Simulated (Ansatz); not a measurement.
Two isomers of BClFH3Si: A = `B[SiH](F)Cl`, B = `FB[SiH2]Cl`.

Program: Ansatz. Geometries: PBE0-D4/def2-TZVP. ΔE: electronic, gas phase. CBS: MP2 limit from def2 TZ/QZ plus the TZ coupled-cluster correction, frozen cores. DFT in def2-TZVPP. B3LYP here is the variant with VWN-RPA as its local correlation; programs differ in this. One conformer a species, not always the lowest.

(1) Which isomer does CCSD(T)/CBS put lower? Give the gap. (An estimate is asked.)

(2) Give E(B) − E(A) in kJ/mol with B3LYP-D4, CCSD(T)/def2-SVP, HF/def2-TZVPP, r2SCAN-D4, B2PLYP, MP2/def2-TZVPP, PBE-D4. (Best estimate.)

(3) Does the order hold for the free energy at 298.15 K (harmonic terms from PBE0-D4)? (Estimate.)

Largest T1 diagnostic: 0.012.

Answers

(1) The calculation gave: A, by 3.4 kJ/mol.

(2) Ansatz gave: B3LYP-D4 -1.9, CCSD(T)/def2-SVP -28.4, HF/def2-TZVPP 6.6, r2SCAN-D4 -1.3, B2PLYP -0.3, MP2/def2-TZVPP 3.2, PBE-D4 -10.3. The order is the other way round with B3LYP-D4, CCSD(T)/def2-SVP, r2SCAN-D4, PBE-D4.

(3) Ansatz gave: Yes: G(B) − G(A) = +2.4 kJ/mol, for one conformer each.

From BLYP to BHLYP (50 % exact exchange), in def2-TZVPP and without D4, E(B) − E(A) moves by +8.4 kJ/mol. In def2-TZVPP, CCSD(T) changes the Hartree–Fock value by −7.1 kJ/mol (the triples alone add −1.8 kJ/mol) and MP2 by −3.4 kJ/mol.
